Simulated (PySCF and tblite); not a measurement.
Values are calculated unless marked as measured or tabulated.
C₃H₆O₃S, numbered as in [O:1]=[S:2]1[O:3][CH2:4][CH2:5][CH2:6][O:7]1.

The ensemble was built from 90 distance-geometry starts (ETKDG and KDG, MMFF94s, GFN2-xTB) and rests on PBE0-D3(BJ)/def2-SVP geometries. Weights use PBE0-D3(BJ)/def2-TZVP energies plus GFN2-xTB zero-point and thermal terms (modes under about 100 cm⁻¹ blended into free rotors). Symmetry numbers and mirror images are counted. Conformers within 4 kcal/mol (GFN2-xTB free energy) were kept, 5 at most. Programs: PySCF with density fitting and tblite.

The 6-ring runs over atoms 2–3–4–5–6–7. Of a mirror pair one member is shown.

```csv
conformer,shape,symmetry,E(GFN2) kcal/mol
1,6-ring chair (all substituents equatorial),Cs,0.85
2,6-ring chair (O1 axial),Cs,0.00
3,"6-ring twist-boat (ring torsions -77, 32, 37, -72, 30, 42°)",C1 (pair),3.28
```

(1) Which of these conformers is the most populated at 298.15 K, and with what share?

(2) Give the DFT energies and free energies relative to the lowest, and all weights.

(3) How does its share change from 250 K to 373.15 K?

## Answers

(1) Conformer 2, about 100 %.

(2) 
```tsv
conformer	shape	E(DFT) kcal/mol	G(298.15 K) kcal/mol	weight %
1	6-ring chair (all substituents equatorial)	4.26	3.71	0.2
2	6-ring chair (O1 axial)	0.00	0.00	99.7
3	6-ring twist-boat (ring torsions -77, 32, 37, -72, 30, 42°)	4.76	3.82	0.2
```

(3) From 100 % to 99 %; the mixing entropy goes from 0.01 to 0.18 cal/(mol K).
